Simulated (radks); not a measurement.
The oxygen anion O2-, [Ne], held by a Watson sphere: a shell of charge +2 at radius R that stands for the Madelung well of a crystal (potential energy -2/R inside, -2/r outside, in hartree with lengths in bohr). All-electron calculation, non-relativistic Kohn-Sham, r2SCAN, spin-unpolarised, spherical densities, point nucleus; meta-GGA in the generalised Kohn-Sham scheme. Program: a radial shooting solver on a logarithmic mesh with Libxc functionals.

[
 {"R (bohr)": "1.61", "e(1s) (eV)": "-513.37", "e(2s) (eV)": "-25.382", "e(2p) (eV)": "-9.639", "<r> 2p (bohr)": "1.383", "sum of <r^2> (bohr^2)": "18.59", "X-ray form factor at sin(theta)/lambda = 0.1 1/angstrom": "8.781"},
 {"R (bohr)": "1.66", "e(1s) (eV)": "-513.42", "e(2s) (eV)": "-25.094", "e(2p) (eV)": "-9.424", "<r> 2p (bohr)": "1.396", "sum of <r^2> (bohr^2)": "18.93", "X-ray form factor at sin(theta)/lambda = 0.1 1/angstrom": "8.762"},
 {"R (bohr)": "1.98", "e(1s) (eV)": "-513.55", "e(2s) (eV)": "-23.426", "e(2p) (eV)": "-8.130", "<r> 2p (bohr)": "1.475", "sum of <r^2> (bohr^2)": "21.12", "X-ray form factor at sin(theta)/lambda = 0.1 1/angstrom": "8.646"},
 {"R (bohr)": "2.39", "e(1s) (eV)": "-513.31", "e(2s) (eV)": "-21.727", "e(2p) (eV)": "-6.703", "<r> 2p (bohr)": "1.565", "sum of <r^2> (bohr^2)": "23.87", "X-ray form factor at sin(theta)/lambda = 0.1 1/angstrom": "8.513"},
 {"R (bohr)": "2.41", "e(1s) (eV)": "-513.29", "e(2s) (eV)": "-21.655", "e(2p) (eV)": "-6.641", "<r> 2p (bohr)": "1.569", "sum of <r^2> (bohr^2)": "24.00", "X-ray form factor at sin(theta)/lambda = 0.1 1/angstrom": "8.507"},
 {"R (bohr)": "3", "e(1s) (eV)": "-512.65", "e(2s) (eV)": "-19.933", "e(2p) (eV)": "-5.052", "<r> 2p (bohr)": "1.683", "sum of <r^2> (bohr^2)": "27.98", "X-ray form factor at sin(theta)/lambda = 0.1 1/angstrom": "8.342"},
 {"R (bohr)": "3.67", "e(1s) (eV)": "-511.94", "e(2s) (eV)": "-18.651", "e(2p) (eV)": "-3.763", "<r> 2p (bohr)": "1.800", "sum of <r^2> (bohr^2)": "32.78", "X-ray form factor at sin(theta)/lambda = 0.1 1/angstrom": "8.184"},
 {"R (bohr)": "3.73", "e(1s) (eV)": "-511.89", "e(2s) (eV)": "-18.561", "e(2p) (eV)": "-3.669", "<r> 2p (bohr)": "1.810", "sum of <r^2> (bohr^2)": "33.24", "X-ray form factor at sin(theta)/lambda = 0.1 1/angstrom": "8.172"}
]
